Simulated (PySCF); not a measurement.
Rigid-rotor lines calculated for a species of formula C3H9FSi (commonest isotopes; PBE0-D3(BJ)/def2-SVP geometry optimisation, gas phase (PySCF)), labelled J(Ka,Kc):

| transition | MHz |
| --- | --- |
| 2(0,2) ← 1(0,1) | 11352.0 |
| 2(1,2) ← 1(1,1) | 11290.0 |
| 2(1,1) ← 1(1,0) | 11417.4 |
| 1(0,1) ← 0(0,0) | 5676.8 |
| 1(1,0) ← 0(0,0) | 7451.0 |

(1) Find the rotational constants.

(2) What moments of inertia, asymmetry and inertial defect follow?

(3) Which dipole components do these lines need?

(4) Predict further lines from these constants: 3(2,2) ← 2(1,2); 3(1,2) ← 2(1,1); 4(4,0) ← 3(3,0); 3(2,2) ← 3(1,2); 2(2,0) ← 1(1,0); 2(1,1) ← 1(0,1); 4(1,3) ← 3(0,3); 3(2,1) ← 2(2,0); 2(1,2) ← 2(0,2); 3(0,3) ← 2(0,2); 4(0,4) ← 3(0,3); 4(2,2) ← 3(1,2).

(5) Which structure gave them?

Answers

(1) 1(0,1) ← 0(0,0) is B + C, 2(1,1) ← 1(1,0) is 3B + C and 2(1,2) ← 1(1,1) is B + 3C, so B − C is half the difference of the last two, 63.7 MHz. 1(1,0) ← 0(0,0) is A + B. A = 4580.8, B = 2870.3, C = 2806.6 MHz.

(2) I = 505379 MHz·u·Å² over each constant: Ia = 110.33, Ib = 176.07, Ic = 180.07 u·Å²; κ = (2B − A − C)/(A − C) = -0.928 (near-prolate asymmetric top); Δ = Ic − Ia − Ib = -106.33 u·Å².

(3) μa and μc (a-type: ΔKa even, ΔKc odd; c-type: ΔKa odd, ΔKc even). The calculation gives |μa| = 0.18 D, |μb| = 0.00 D, |μc| = 1.67 D.

(4) 
```
     transition    MHz  type  branch
2(1,2) ← 2(0,2)   1649     c       Q
3(2,2) ← 3(1,2)   5037     c       Q
2(1,1) ← 1(0,1)  13192     c       R
2(2,0) ← 1(1,0)  16551     c       R
3(0,3) ← 2(0,2)  17024     a       R
3(2,1) ← 2(2,0)  17038     a       R
3(1,2) ← 2(1,1)  17125     a       R
3(2,2) ← 2(1,2)  22353     c       R
4(0,4) ← 3(0,3)  22690     a       R
4(1,3) ← 3(0,3)  24772     c       R
4(2,2) ← 3(1,2)  27769     c       R
4(4,0) ← 3(3,0)  34904     c       R
```

(5) `CC(C)(F)[SiH3]`, point group Cs. Three constants can't fix a structure by themselves; this is the one that was computed:
```
atom  x, y, z in Å
C1    -0.775   -1.149   -0.034
C2     0.044    0.102   -0.280
C3    -0.509    1.306    0.457
F4    -0.027    0.384   -1.656
Si5    1.911   -0.167    0.068
H6    -1.826   -0.971   -0.316
H7    -0.399   -1.993   -0.632
H8    -0.747   -1.437    1.028
H9    -1.562    1.469    0.173
H10    0.056    2.216    0.208
H11   -0.464    1.156    1.546
H12    2.125   -0.482    1.515
H13    2.409   -1.306   -0.759
H14    2.663    1.075   -0.279
```

No frequency check. No vibrational averaging or centrifugal distortion is included, and the geometry carries the error of its method. A rigid rotor knows nothing of internal rotation, which can split or shift real lines.

Time: 37 s; peak memory 0.50 GiB. Hardware: one thread of an Arm Neoverse V1, no GPU, on a shared host. This is the geometry optimisation.
